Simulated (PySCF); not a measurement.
B(H)(Me)(OMe) (C2H7BO), SMILES CBOC. Geometry: PBE0-D3(BJ)/def2-SVP. The values are those of a single conformer.

All values below come from PySCF 2.14.0 with PBE0-D3(BJ)/def2-SVP.

Harmonic wavenumbers (cm⁻¹): 102, 150, 192, 262, 446, 675, 766, 985, 1027, 1041, 1158, 1190, 1208, 1312, 1399, 1432, 1439, 1469, 1473, 1513, 2539, 3039, 3048, 3128, 3140, 3146, 3169. Rotational constants (GHz): 36.25, 3.843, 3.632; symmetry number 1.

### Question
Work out the zero-point energy and the ideal-gas rigid-rotor harmonic-oscillator thermochemistry at 298.15 K and 1 atm.

### Answer
ZPE = ½ Σ hcν = ½ × 40446 cm⁻¹ = 57.82 kcal/mol. H − E(el) = 62.14 kcal/mol. Entropy in cal/(mol K): translation 38.09, rotation 23.97, vibration 11.85, total 73.90. G − E(el) = 40.10 kcal/mol. Cp = 20.75 cal/(mol K). Modes under 150 cm⁻¹ make the vibrational entropy uncertain.
